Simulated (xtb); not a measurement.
C2H (SMILES [C-]#C), charge -1, singlet, at a GFN2-xTB geometry. Base run: GFN0-xTB (xtb).

Here is a job for xtb.
```
$ xtb mol.xyz --gfn 0 --chrg -1 --json

# file mol.xyz
3

C     -0.00000000    -0.00000000    -0.47996454
C      0.00000000     0.00000000     0.74605881
H     -0.00000000    -0.00000000    -1.59656562
```

Variants of this job, named by their change:

```csv
change,ΔE vs base (mEh),HOMO-LUMO gap (eV)
base,0.000,5.99
acc = 0.1,0.000,5.99
etemp = 5000,-0.120,5.99
```
